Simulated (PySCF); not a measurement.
**MgBr: one state, many levels of theory**

State: ²Σ⁺ (doublet), unpaired electrons σ ↑. Set-up: PySCF, spin-free X2C with a Gaussian nucleus, basis sets Mg x2c-TZVPPall, Br x2c-TZVPPall. De refers to Mg + Br in their high-spin ground configurations, without counterpoise correction. The functionals are run spin-unrestricted. A positive dipole means Mg(−)Br(+).

```tsv
Level	Re (Å)	ωe (cm⁻¹)	De (eV)	μ (D)	CPU s a point (SCF and correlation, without the integrals)
UHF	2.372	372	2.45	-3.49	0.59
UHF-MP2	2.362	374	2.98	n/a	1.2
UHF-SCS-MP2	2.367	372	2.77	n/a	n/a
UHF-CCSD	2.365	373	2.60	n/a	n/a
UHF-CCSD(T)	2.367	371	2.66	n/a	100
PBE	2.381	352	2.85	-3.17	1.1
TPSS	2.381	353	2.93	-3.13	1.7
r²SCAN	2.364	367	3.13	-3.33	1.6
TPSSh	2.374	358	2.92	-3.19	2
PBE0	2.364	365	2.87	-3.30	2
M06	2.356	367	2.51	-3.52	10
ωB97X-V	2.360	372	2.81	-3.35	5.2
B2PLYP	2.369	364	2.72	-3.49	1.7
```

The bond length runs from 2.356 Å (M06) to 2.381 Å (TPSS). De spans 2.45 eV (UHF, mean field) to 3.13 eV (r²SCAN, meta-GGA). Correlation at CCSD(T) changes the Hartree–Fock bond energy by +0.21 eV; the triples alone change it by +0.06 eV.

Correlated steps freeze 10 core orbitals. Spin–orbit coupling is left out. B2PLYP dipoles, levels and charges come from its SCF part alone. The state is the lowest determinant that a PBE0 search found; another state may lie lower at other levels.

The whole job (state search and all levels along the bond) took about 20 min on 1 thread of Arm Neoverse V2 (shared host), peak memory 1.9 GiB.
